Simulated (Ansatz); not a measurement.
Reaction (ligand exchange at the Si–S bond): `S[SiH2][O][GeH3]` + H–F → `F[SiH2][O][GeH3]` + H₂S

Isolated molecules relaxed with PBE0-D4/def2-TZVP in Ansatz; ΔE leaves out vibrations. CBS: MP2 limit from def2 TZ/QZ plus the TZ coupled-cluster correction, frozen cores. This one scheme is used for every species. For Ge outer-core shells are correlated without core-valence functions, which leaves a few kJ/mol of doubt a bond. Scalar relativity is left out up to krypton. Each species was taken in one conformer, which may not be the lowest.

| species | HF/def2-QZVPP energy (Eh) |
| --- | --- |
| `S[SiH2][O][GeH3]` | -2840.41298 |
| H–F | -100.07004 |
| `F[SiH2][O][GeH3]` | -2541.80716 |
| H₂S | -398.71944 |

**Question.** Work out ΔE.

**Answer.** ΔE = (-2541.80716) + (-398.71944) − (-2840.41298) − (-100.07004) = -0.04358 Eh = -114.4 kJ/mol. CCSD(T)/CBS gives -82.8 kJ/mol.

Largest T1 diagnostic among the species: 0.012.

In def2-TZVPP, CCSD(T) changes the Hartree–Fock value by +25.3 kJ/mol (the triples alone add +4.7 kJ/mol) and MP2 by +30.1 kJ/mol. Leaving LDA and LC-ωPBE aside and taking each functional with its dispersion term where it has one, the values, not all of them listed here, spread over 29.3 kJ/mol, from CAM-B3LYP-D4 to revPBE-D4. From BLYP to BHLYP (50 % exact exchange), in def2-TZVPP and without D4, ΔE moves by −4.9 kJ/mol.
